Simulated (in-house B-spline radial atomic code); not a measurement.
A radial electron density 4πr²n(r) was computed for an atom or ion in its tabulated ground configuration with a B-spline radial code for spherical atoms; method: Dirac-Hartree-Fock, average of configuration. Columns: r (bohr), 4πr²n(r) (electrons per bohr), bar.

```
 0.00166    1.478 #
 0.00201    2.079 ##
 0.00243      2.9 ##
 0.00295    4.046 ###
 0.00357     5.57 ####
 0.00432     7.59 ######
 0.00523    10.23 ########
 0.00634    13.61 ###########
 0.00768    17.77 ##############
  0.0093    22.71 ##################
  0.0113     28.4 ######################
  0.0136     34.1 ##########################
  0.0165    39.81 ###############################
    0.02    44.48 ###################################
  0.0242    47.28 #####################################
  0.0293    47.69 #####################################
  0.0355    45.73 ###################################
   0.043    42.43 #################################
  0.0521    39.81 ###############################
   0.063    40.08 ###############################
  0.0763    44.34 ##################################
  0.0925    51.23 ########################################
   0.112    56.69 ############################################
   0.136    56.39 ############################################
   0.164    49.42 ######################################
   0.199    39.42 ###############################
   0.241    33.49 ##########################
   0.292    34.91 ###########################
   0.353    39.77 ###############################
   0.428    40.62 ################################
   0.518    33.72 ##########################
   0.627    22.25 #################
   0.759    12.07 #########
   0.919     6.17 #####
    1.11    3.582 ###
    1.35    2.116 ##
    1.63    1.019 #
    1.98   0.3167 
    2.39  0.06142 
     2.9 0.006071 
    3.51 0.0002938 
    4.25 5.759e-06
```

(1) Which atom or ion is it?
A. Rb8+
B. Sr8+
C. Nb9+
D. Sr9+

Answers

(1) B. The area under the curve, ∫4πr²n dr = ∫r·4πr²n d(ln r) on this logarithmic grid, is 30 electrons, which only this option has. The configuration is [Ar] 3d10 4s2.
